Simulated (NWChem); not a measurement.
System: CH$_{4}$GeOS, singlet; SMILES C[O][Ge][SH]

```xyz
8

Ge     0.6596     0.0053    -0.0001
O     -0.7699    -1.1157    -0.0011
C     -0.5953    -2.5187     0.0007
H     -1.0750    -2.9603     0.9022
H     -1.0855    -2.9633    -0.8936
H      0.4761    -2.8353    -0.0050
S     -0.6349     1.8717     0.0002
H      0.4644     2.6784     0.0000
```
Atoms are numbered in this order, from 1.

Program: NWChem. Medium grid unless said otherwise, to which SCAN and Minnesota functionals are sensitive. Low-valent species are run as closed-shell singlets; no triplet was tried in these runs. Geometry: optimised at PBE-D3(BJ)/def2-SVP. Total energies of different functionals are on different scales.

```csv
level,energy (Ha),highest occupied level (eV),orbital gap (eV),dipole (D)
B3LYP/def2-SVP,-2590.5591,-6.78,4.71,2.16
PBE/def2-SVP,-2589.8770,-5.86,3.27,1.96
M06/def2-SVP,-2590.3639,-6.91,5.06,2.39
N12/def2-SVP,-2591.5558,___,3.31,2.16
PW6B95/def2-SVP,-2591.9462,-7.08,5.24,2.28
M06-2X/def2-SVP,-2590.4265,-8.10,7.06,2.31
M05-2X/def2-SVP,-2590.3987,-8.23,7.19,2.20
B3PW91/def2-SVP,-2590.4349,-6.85,4.75,2.26
MPW1K/def2-SVP,-2590.6057,-7.88,6.42,2.48
```

Q: Some entries are withheld; supply them.

A: 
- N12/def2-SVP, highest occupied level (eV): -5.70
